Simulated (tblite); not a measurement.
C8H7O (doublet state).
Atom-mapped SMILES: `[CH:1]#[C:2][C:3]1=[C:4]([CH:5]=[O:6])[CH2:7][CH:8][CH2:9]1` (hydrogens: H10 on C1; H11 on C5; H12, H13 on C7; H14 on C8; H15, H16 on C9)

Structure optimised with GFN2-xTB, isolated species. This method treats the open shell by occupation alone, without spin polarisation.

**Question.** List the bond lengths, angles and torsions at this level.

**Answer.** 
```tsv
bond	length (pm)
C1≡C2	120.3
C2–C3	140.1
C3=C4	135.5
C4–C5	144.8
C5=O6	121.0
C4–C7	150.3
C7–C8	148.0
C8–C9	148.1
C3–C9	150.2
C1–H10	104.9
C5–H11	110.9
C7–H12, C7–H13	110.0
C8–H14	107.1
C9–H15, C9–H16	110.0
```

Bonds in one row agree within 1 pm and their mean is given. A selection of angles:
```tsv
angle	degrees
C1–C2–C3	178.4
C2–C3–C4	126.7
C2–C3–C9	121.9
C4–C3–C9	111.3
C3–C4–C5	125.5
C3–C4–C7	111.2
C5–C4–C7	123.3
C4–C5–O6	125.2
C4–C7–C8	103.2
C7–C8–C9	111.3
C3–C9–C8	103.1
```

Dihedral angles: C2–C3–C4–C5 0° (synperiplanar); C3–C4–C5–O6 180° (antiperiplanar); C3–C4–C7–C8 0° (synperiplanar); C4–C7–C8–C9 0° (synperiplanar); C7–C8–C9–C3 0° (synperiplanar); C2–C3–C9–C8 180° (antiperiplanar).

Of the pairs four or more bonds apart, C2···H11 is among the closest relative to their van der Waals radii: 2.66 Å, 92 % of the sum of Bondi's values. The 5-membered ring C3–C4–C7–C8–C9 has internal angles of 103.1° to 111.3°; it is planar, 0.00 Å rms from its mean plane, widest ring torsion 0°. C5 (carbon bonded to C, O and H) is planar (angles 125.2°, 121.3° and 113.6°, sum 360.0°, 0.00 Å off the plane of its three neighbours). The 9 heavy atoms lie in one plane (0.000 Å rms). C3 (carbon bonded to 3 C) is planar (angles 126.7°, 121.9° and 111.3°, sum 360.0°, 0.00 Å off the plane of its three neighbours). The 8 C–C bonds span 1.203 Å (C1≡C2, drawn triple) to 1.503 Å (C4–C7, drawn single), a spread of 0.300 Å. C4 (carbon bonded to 3 C) is planar (angles 125.5°, 123.3° and 111.2°, sum 360.0°, 0.00 Å off the plane of its three neighbours).

Point group: Cs (every atom within 0.08 Å of its image). Its GFN2-xTB frequencies are all real (lowest 108 cm⁻¹). 2 starts were optimised and ended at 0.00 and 1.16 kcal/mol (GFN2-xTB); the lowest of these is shown.

The run took 0.75 s of wall time on Intel Xeon at 2.50 GHz, one thread, on a shared host. That covers the optimisation of the geometry.

One conformer stands for the species.

All values are computed, not measured.
